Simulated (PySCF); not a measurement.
A species of formula C4H10SSi has this rotational fingerprint, computed with CAM-B3LYP/def2-SVPD in PySCF (dipole) on a GFN2-xTB geometry, gas phase:

* Rotational constants: A = 5547, B = 1243, C = 1125 MHz
* Dipole components: |μa| = 2.61 D, |μb| = 0.42 D, |μc| = 0.03 D
* Inertial defect: -48.39 u·Å²
* κ: -0.95

**Question.** Which structure is it? (One computed conformer of each.)
A. `[SH:1][SiH2:2][CH2:3][CH:4]1[CH2:5][CH2:6]1` with H–S1–Si2–C3 35°, S1–Si2–C3–C4 180°, Si2–C3–C4–C5 -150°
B. `[CH3:1][CH2:2][SiH:3]1[CH2:4][S:5][CH2:6]1` with C1–C2–Si3–C4 -174°

**Answer.** B. It is CC[SiH]1CSC1, a near-prolate asymmetric top, point group C1. The candidates at the same level (rigid rotor, commonest isotopes):

```csv
SMILES,A (MHz),B (MHz),C (MHz),μa (D),μb (D),μc (D),Δ (u·Å²),point group,rotor
S[SiH2]CC1CC1,7534,878.1,840.9,2.04,0.46,0.61,-41.62,C1,near-prolate asymmetric top
CC[SiH]1CSC1,5547,1243,1125,2.61,0.42,0.03,-48.39,C1,near-prolate asymmetric top
```

`S[SiH2]CC1CC1` has A 36 % too high. No structure here is proved a minimum.
